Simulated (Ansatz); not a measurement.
Born–Oppenheimer molecular dynamics of AlBrCl3H (6 atoms, charge 0, multiplicity 1). It starts at the highest image of a converged band, a first-order saddle point between two minima.

The calculation used Ansatz, RKS PBE-D4/def2-SVP.

```
ensemble                      : NVE (velocity Verlet)
time step                     : 0.5 fs
steps asked                   : 200
starting velocities drawn for : 300 K
seed                          : 8807
```

First frame:

```xyz
6
Properties=species:S:1:pos:R:3
Al -0.299 0.440 -0.317
Br 1.746 -0.961 -0.365
Cl -1.602 -0.124 -1.867
Cl 0.196 2.456 0.012
H 0.693 -1.150 0.918
Cl -0.734 -0.661 1.619
```

Question: How far do the bonds stretch over the last three quarters of this one trajectory? (Pairs bonded in most of those frames.)

Answer: 
```json
{"bond": "Al1–Br2", "mean (Å)": "2.747", "spread (Å)": "0.077", "shortest": "2.59", "longest": "2.84"}
{"bond": "Al1–Cl3", "mean (Å)": "2.102", "spread (Å)": "0.017", "shortest": "2.08", "longest": "2.14"}
{"bond": "Al1–Cl4", "mean (Å)": "2.115", "spread (Å)": "0.041", "shortest": "2.05", "longest": "2.17"}
{"bond": "Al1–Cl6", "mean (Å)": "2.141", "spread (Å)": "0.040", "shortest": "2.11", "longest": "2.25"}
{"bond": "Br2–H5", "mean (Å)": "1.471", "spread (Å)": "0.040", "shortest": "1.42", "longest": "1.57"}
```

Mean temperature of the second half: 238 K. The conserved energy stayed within 0.015 meV per atom of its start (net change 0.011 meV per atom), so the integration is sound. A run of 0.1 ps of so small a system gives no equilibrium averages. The orbitals stay closed-shell, which can raise the energy where a bond breaks towards radicals; this wasn't checked here.

Run time: 5.9 min on 2 threads of Intel(R) Xeon(R) Platinum 8488C (Sapphire Rapids), on a shared host, peak memory 0.18 GiB.
